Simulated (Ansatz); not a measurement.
C2H6AlCl, SMILES [CH3][Al]([CH3])[Cl] (connectivity only; charge and spin as stated), charge -1, multiplicity 2.

The structure is a stationary point at B3LYP-D3(BJ)/def2-SVPD. The multiplicity is an assumed one; no other spin state was optimised. The isomer is the one that the SMILES or the coordinates give; other isomers of the formula were not compared.

Two levels are set side by side: PBE/def2-SVPD (Ansatz, a quantum-chemistry and plane-wave program) and CAM-B3LYP/def2-SVPD (Ansatz). Energy differences of separate SCF runs at the same geometry; the states with an electron removed or added have multiplicity 1. Differences are taken from unrounded values.

| quantity | CAM-B3LYP |
|---|---|
| vertical ionisation energy (eV) | 1.44 |

**Question.** What does PBE give, and how far is it from CAM-B3LYP? (Estimate from the structure and the level; the computed values follow.)

**Answer.** 
```json
[
 {"quantity": "vertical ionisation energy (eV)", "PBE": "1.34", "PBE minus CAM-B3LYP": "-0.09"}
]
```
